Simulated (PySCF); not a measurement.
Pm(III) with different ligands

Computed with PySCF 2.14.0, PBE0, def2-SVP on the ligands, density fitting, scalar-relativistic core potentials, no spin-orbit coupling, vacuum. The metal has lcecp-1-SVP with ECP50. Each complex is relaxed within the symmetry of a template of the same shape. Distances are means of the shortest metal–ligand contacts, charges and spins Mulliken's. lcecp potentials hold a fixed number of 4f electrons in the core, out of states, spins and gaps.

```
complex  point group  M–first ligand (Å)  charge on M (e)  dipole (D)  strongest infrared band, degenerate modes summed (cm⁻¹)  unstable modes (below −25 cm⁻¹)
  PmOCl           Cs               1.851             0.83        7.57                                                      836                                0
PmO(OH)           Cs               1.870             0.81        6.03                                                      813                                0
   PmSF           Cs               2.373             0.82        8.37                                                      569                                0
```

Question: A further member has point group Cs, M–first ligand (Å) 1.862, charge on M (e) 0.91, dipole (D) 7.52, strongest infrared band, degenerate modes summed (cm⁻¹) 822, unstable modes (below −25 cm⁻¹) 0. Which complex is it?

Answer: PmOF. This is one of several that fit.

One start shape was tried for each, so a minimum needn't be the lowest isomer.
